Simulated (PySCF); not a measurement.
Computed shifts of a molecule C₅H₄F₂, PBE/pcSseg-1 run with PySCF, GIAO, gas phase, atoms alike by connectivity averaged where their shifts nearly agree, in ppm (number of nuclei): ¹³C: 222.5 (1), 156.8 (1), 145.8 (1), 110.7 (1), 100.3 (1). ¹⁹F: -117.3 (1), -176.6 (1). ¹H: 6.92 (1), 6.36 (2), 5.34 (1). References: ¹³C against TMS (σ = 182.0 ppm); ¹⁹F against CFCl3 (σ = 133.6 ppm); ¹H against TMS (σ = 31.49 ppm), references at their B3LYP-D3(BJ)/def2-TZVP geometries, non-relativistic. Geometry optimised at PBE0-D3(BJ)/def2-SVP. One conformer was computed; it need not be the lowest.

Problem. Which molecule gave these data?
A) C#CC(=C)C(F)F
B) C=C=C(F)C(=C)F
C) C=C=C(F)/C=C\F
D) C=C=C/C(F)=C\F

Solution. C, C=C=C(F)/C=C\F
